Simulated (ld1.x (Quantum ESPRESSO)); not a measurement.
## Varying the TM potential for I

Base potential:

```
Element                 : I (Z = 53)
Generator               : ld1.x (Quantum ESPRESSO) 7.5
Type                    : norm-conserving Troullier–Martins (Kleinman–Bylander form)
Functional              : PBEsol
Relativity              : fully relativistic
Frozen core             : [Ar] 3d10
Valence charge          : 25
Reference configuration : 4s2 4p6 4d10 5s2 5p5
Partial waves           : 4s (bound): rc 0.80 bohr; 4d (bound): rc 1.55 bohr; 4p (bound): rc 0.85 bohr
Local potential         : the p channel
Core correction         : none
```

Open shells are filled in proportion to 2j + 1 (rel_dist='average').

Occupied shells without a wave of their own: 5p, 5s. They enter only through the test configuration that unscreens the potential.

All-electron outer shells of the reference configuration (PBEsol, scalar-relativistic, ld1.x):

| shell | level (eV) | outermost node (bohr) | outermost maximum (bohr) |
| --- | --- | --- | --- |
| 3p | -858.99 | 0.13 | 0.28 |
| 3d | -605.91 | – | 0.23 |
| 4s | -180.33 | 0.37 | 0.68 |
| 4p | -127.38 | 0.37 | 0.72 |
| 4d | -50.21 | 0.35 | 0.78 |
| 5s | -17.45 | 0.88 | 1.70 |
| 5p | -7.10 | 0.96 | 2.02 |

Cutoffs, loose and tight: the cutoffs (Ry, on a coarse ladder) from which the occupation-weighted sum of valence levels, in a spherical-Bessel basis at the reference potential, stays within 10 and 1 mRy of its value at 400 Ry. They do not see the model core or the augmentation charge, which bear on the density cutoff. Test errors are all-electron minus pseudo excitation energies from the reference, over the configurations 4s2 4p6 4d10 5s2 5p4; 4s2 4p6 4d10 5s2 5p3; 4s2 4p6 4d10 5s2 5p2; 4s2 4p6 4d10 5s1 5p5; 4s2 4p6 4d10 5s1 5p6; 4s2 4p6 4d10 5s2 5p5.3; 4s2 4p6 4d10 5s2 5p4.5. A dash means not determined; rows that change the core or the reference have their own tests.

Cutoffs are not given where the Bessel-basis levels miss the radial ones by over 6 mRy, ghosts where they miss by over 20 mRy; a channel whose overlap is not positive is not tested.

| change | outcome | bound ghosts | largest test error (meV) |
| --- | --- | --- | --- |
| base | generated, misses its reference levels by 7.46 eV | not determined | -596 |
| wave 4s (bound): rc 0.80 bohr becomes 4s (bound): rc 0.52 bohr | generated, misses its reference levels by 7.46 eV | not determined | -874 |
| wave 4s (bound): rc 0.80 bohr becomes 4s (bound): rc 0.60 bohr | generated, misses its reference levels by 7.46 eV | not determined | -645 |
| wave 4s (bound): rc 0.80 bohr becomes 4s (bound): rc 0.72 bohr | generated, misses its reference levels by 7.46 eV | not determined | -596 |
| wave 4s (bound): rc 0.80 bohr becomes 4s (bound): rc 0.78 bohr | generated, misses its reference levels by 7.46 eV | not determined | -596 |
| wave 4s (bound): rc 0.80 bohr becomes 4s (bound): rc 0.90 bohr | generated, misses its reference levels by 7.46 eV | not determined | -601 |
| wave 4s (bound): rc 0.80 bohr becomes 4s (bound): rc 0.98 bohr | generated, misses its reference levels by 7.46 eV | not determined | -803 |
| wave 4s (bound): rc 0.80 bohr becomes 4s (bound): rc 1.12 bohr | generated, misses its reference levels by 7.46 eV | not determined | -1807 |
| wave 4s (bound): rc 0.80 bohr becomes 4s (bound): rc 1.22 bohr | generated, misses its reference levels by 7.46 eV | not determined | -3023 |
